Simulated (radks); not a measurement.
Coulomb parameter of the 3d shell of the vanadium ion V3+ in the model configuration [Ar] 3d1 4s1, as a second difference U = [E(n + 0.25) + E(n - 0.25) - 2 E(n)] / (0.25)^2 with all orbitals relaxed. "Bare": the charge of the atom changes with n. "Screened": the 4s shell takes up the change at fixed total charge, which measures U(3d,3d) + U(4s,4s) - 2 U(3d,4s). All-electron calculation, scalar-relativistic Kohn-Sham, BLYP, spin-unpolarised, spherical densities, finite nucleus; Fermi nuclear charge, rms radius 3.6002 fm. Program: a radial shooting solver on a logarithmic mesh with Libxc functionals.

case                 configuration  E - E(n) (eV)
start                 [Ar] 3d1 4s1          0.000
bare +0.25         [Ar] 3d1.25 4s1        -10.323
bare -0.25         [Ar] 3d0.75 4s1         11.457
screened +0.25  [Ar] 3d1.25 4s0.75         -3.114
screened -0.25  [Ar] 3d0.75 4s1.25          3.398

U(bare) = 18.154 eV, U(screened by 4s) = 4.555 eV, against the Slater integral F0(3d,3d) = 22.479 eV with frozen orbitals.
